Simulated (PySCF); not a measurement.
**Polarisability and C₆ of Sn³⁺ (tin, charge +3)**

[Kr] 4d10 5s1, 2S determinant. All numbers are calculated (PySCF 2.14, scalar relativity through the core potential, in aug-cc-pV5Z-PP with ECP28MDF (8s8p6d4f3g2h, 139 functions)). Coupled (time-dependent) response in atomic units; α is the mean over directions.

```json
{"method": "UHF", "mean α (bohr³)": "11.21", "C₆ (like pair)": "41.82", "S(−4)": "95.11"}
{"method": "PBE", "mean α (bohr³)": "8.717", "C₆ (like pair)": "33.11", "S(−4)": "47.99"}
```

S(−4) is the Cauchy moment in α(ω) = α(0) + S(−4) ω² + …

α(iu) at UHF:

```csv
u (hartree),α(iu) (bohr³)
0,11.21
0.0500,10.98
0.100,10.35
0.200,8.518
0.300,6.768
0.500,4.511
0.750,3.162
1.00,2.466
1.50,1.727
2.00,1.309
3.00,0.8301
5.00,0.4071
```

A single London oscillator, α(iu) = α/(1 + u²/ω²), gives C₆ = (3/4) ω α². Matching the computed C₆ needs ω = 4 × 41.82 / (3 × 11.21²) = 0.444 hartree.

For an ion, C₆ is the dispersion term alone; charge-induced terms of lower order in 1/R come first.

Energies and moments cover only the electrons outside the core potential.
